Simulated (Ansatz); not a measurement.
Gas-phase electronic energies from Ansatz, PBE0-D4/def2-TZVP geometries. CCSD(T)/CBS adds triple-zeta CCSD(T) − MP2 to the extrapolated MP2 energy (def2 sets, frozen cores). Functionals use def2-TZVPP. B3LYP here is the variant with VWN-RPA as its local correlation; programs differ in this. HSE06 is defined as in plane-wave codes. For Br, Se outer-core shells are correlated without core-valence functions, which leaves a few kJ/mol of doubt a bond. Scalar relativity is left out up to krypton. One conformer a species, not always the lowest.

Reaction (ligand exchange at the Al–Se bond): `C[Se][AlH][Br]` + HBr → `[Br][AlH][Br]` + `C[SeH]`

| level | ΔE (kJ/mol) | difference from CCSD(T)/CBS |
| --- | --- | --- |
| LDA (SPW92) | -31.9 | 8.0 |
| PBE-D4 | -34.1 | 5.8 |
| r2SCANh-D4 | -41.3 | -1.4 |
| r2SCAN0-D4 | -42.2 | -2.3 |
| HSE06-D4 | -37.7 | 2.2 |
| CAM-B3LYP-D4 | -43.1 | -3.2 |
| BLYP | -43.9 | -4.0 |
| B3LYP | -45.7 | -5.8 |
| CAM-B3LYP | -46.8 | -6.9 |
| LC-ωPBE | -45.0 | -5.1 |
| RPA@PBE/def2-TZVPP | -39.2 | 0.7 |
| MP2/def2-TZVPP | -39.7 | 0.2 |
| HF/def2-QZVPP | -57.4 | -17.5 |
| MP2/def2-QZVPP | -40.0 | -0.1 |
| SCS-MP2/def2-QZVPP | -43.0 | -3.1 |
| HF/CBS(def2) | -57.4 | -17.5 |
| CCSD(T)/CBS | -39.9 | 0 |

Largest T1 diagnostic among the species: 0.009.

The D4 term adds +5.9 kJ/mol with B3LYP and +3.4 kJ/mol with PBE0; it sums over pairs of atoms, weighted by their polarisabilities, and B3LYP, whose exchange is more repulsive, gets the larger term. In def2-TZVPP, CCSD(T) changes the Hartree–Fock value by +17.1 kJ/mol (the triples alone add +3.1 kJ/mol) and MP2 by +17.2 kJ/mol.

CCSD(T)/CBS has its own doubt, a few kJ/mol and more with outer-core shells, so smaller differences from it don't rank the levels.
